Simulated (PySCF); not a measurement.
Isomers of C8H7FO2.

All values: PBE0/pcSseg-1 (PySCF) at GFN2-xTB geometries, gas phase, one conformer each.

(1) Rank by the lowest IAO charge on any atom, highest value first.
A. `[CH3:1][CH2:2][C:3]1=[C:4]([F:5])[C:6](=[O:7])[CH:8]=[CH:9][C:10]1=[O:11]` with C1–C2–C3–C4 -100°
B. `[CH3:1][O:2][c:3]1[cH:4][cH:5][cH:6][c:7]([C:8](=[O:9])[F:10])[cH:11]1` with C1–O2–C3–C4 180°, C6–C7–C8–O9 180°
C. `[O:1]=[C:2]([OH:3])[CH2:4][c:5]1[cH:6][cH:7][cH:8][cH:9][c:10]1[F:11]` with O1–C2–O3–H -1°, O1–C2–C4–C5 12°, C2–C4–C5–C6 -99°

(2) Rank by HOMO energy, lowest first.
A. `[O:1]=[C:2]([OH:3])[CH2:4][c:5]1[cH:6][cH:7][c:8]([F:9])[cH:10][cH:11]1` with O1–C2–O3–H 0°, O1–C2–C4–C5 0°, C2–C4–C5–C6 -89°
B. `[O:1]=[C:2]([OH:3])[CH2:4][c:5]1[cH:6][cH:7][cH:8][c:9]([F:10])[cH:11]1` with O1–C2–O3–H 1°, O1–C2–C4–C5 -83°, C2–C4–C5–C6 -111°
C. `[O:1]=[C:2]([OH:3])[c:4]1[cH:5][cH:6][cH:7][c:8]([CH2:9][F:10])[cH:11]1` with O1–C2–O3–H 0°, O1–C2–C4–C5 180°, C7–C8–C9–F10 -3°
D. `[CH3:1][CH2:2][C:3]1=[C:4]([F:5])[C:6](=[O:7])[CH:8]=[CH:9][C:10]1=[O:11]` with C1–C2–C3–C4 -100°

(3) Rank by the lowest Hirshfeld charge on any atom, highest value first.
A. `[CH3:1][CH2:2][C:3]1=[C:4]([F:5])[C:6](=[O:7])[CH:8]=[CH:9][C:10]1=[O:11]` with C1–C2–C3–C4 -100°
B. `[CH3:1][O:2][C:3](=[O:4])[c:5]1[cH:6][cH:7][c:8]([F:9])[cH:10][cH:11]1` with C1–O2–C3–O4 0°, O2–C3–C5–C6 180°
C. `[CH3:1][O:2][c:3]1[cH:4][cH:5][c:6]([C:7](=[O:8])[F:9])[cH:10][cH:11]1` with C1–O2–C3–C4 180°, C5–C6–C7–O8 180°
D. `[O:1]=[C:2]([OH:3])[CH2:4][c:5]1[cH:6][cH:7][cH:8][cH:9][c:10]1[F:11]` with O1–C2–O3–H -1°, O1–C2–C4–C5 12°, C2–C4–C5–C6 -99°

Answers

(1) B (-0.396 e), A (-0.412 e), C (-0.485 e).

(2) D (-8.20 eV), C (-7.60 eV), B (-7.31 eV), A (-7.15 eV).

(3) A (-0.207 e), C (-0.235 e), B (-0.256 e), D (-0.270 e).

All values together:

```
               SMILES  μ (D)  HOMO (eV)  LUMO (eV)  lowest IAO charge (e)  highest IAO charge (e)  lowest Hirshfeld charge (e)  highest Hirshfeld charge (e)
   O=C(O)c1cccc(CF)c1   1.29      -7.60      -1.55             -0.483 (O)              +0.524 (C)                   -0.272 (O)                    +0.205 (C)
   O=C(O)Cc1cccc(F)c1   2.98      -7.31      -0.78             -0.479 (O)              +0.542 (C)                   -0.270 (O)                    +0.218 (C)
   COc1cccc(C(=O)F)c1   3.40      -7.10      -1.96             -0.396 (O)              +0.604 (C)                   -0.227 (O)                    +0.229 (C)
   O=C(O)Cc1ccc(F)cc1   2.85      -7.15      -0.57             -0.488 (O)              +0.534 (C)                   -0.269 (O)                    +0.215 (C)
   COc1ccc(C(=O)F)cc1   5.44      -7.19      -1.66             -0.404 (O)              +0.599 (C)                   -0.235 (O)                    +0.222 (C)
CCC1=C(F)C(=O)C=CC1=O   1.38      -8.20      -3.81             -0.412 (C)              +0.352 (C)                   -0.207 (O)                    +0.150 (C)
   COC(=O)c1ccc(F)cc1   1.92      -7.57      -1.39             -0.474 (O)              +0.511 (C)                   -0.256 (O)                    +0.203 (C)
     O=C(O)Cc1ccccc1F   1.57      -7.22      -0.50             -0.485 (O)              +0.538 (C)                   -0.270 (O)                    +0.215 (C)
```

Conformers: `[O:1]=[C:2]([OH:3])[c:4]1[cH:5][cH:6][cH:7][c:8]([CH2:9][F:10])[cH:11]1` with O1–C2–O3–H 0°, O1–C2–C4–C5 180°, C7–C8–C9–F10 -3°; `[O:1]=[C:2]([OH:3])[CH2:4][c:5]1[cH:6][cH:7][cH:8][c:9]([F:10])[cH:11]1` with O1–C2–O3–H 1°, O1–C2–C4–C5 -83°, C2–C4–C5–C6 -111°; `[CH3:1][O:2][c:3]1[cH:4][cH:5][cH:6][c:7]([C:8](=[O:9])[F:10])[cH:11]1` with C1–O2–C3–C4 180°, C6–C7–C8–O9 180°; `[O:1]=[C:2]([OH:3])[CH2:4][c:5]1[cH:6][cH:7][c:8]([F:9])[cH:10][cH:11]1` with O1–C2–O3–H 0°, O1–C2–C4–C5 0°, C2–C4–C5–C6 -89°; `[CH3:1][O:2][c:3]1[cH:4][cH:5][c:6]([C:7](=[O:8])[F:9])[cH:10][cH:11]1` with C1–O2–C3–C4 180°, C5–C6–C7–O8 180°; `[CH3:1][CH2:2][C:3]1=[C:4]([F:5])[C:6](=[O:7])[CH:8]=[CH:9][C:10]1=[O:11]` with C1–C2–C3–C4 -100°; `[CH3:1][O:2][C:3](=[O:4])[c:5]1[cH:6][cH:7][c:8]([F:9])[cH:10][cH:11]1` with C1–O2–C3–O4 0°, O2–C3–C5–C6 180°; `[O:1]=[C:2]([OH:3])[CH2:4][c:5]1[cH:6][cH:7][cH:8][cH:9][c:10]1[F:11]` with O1–C2–O3–H -1°, O1–C2–C4–C5 12°, C2–C4–C5–C6 -99°.
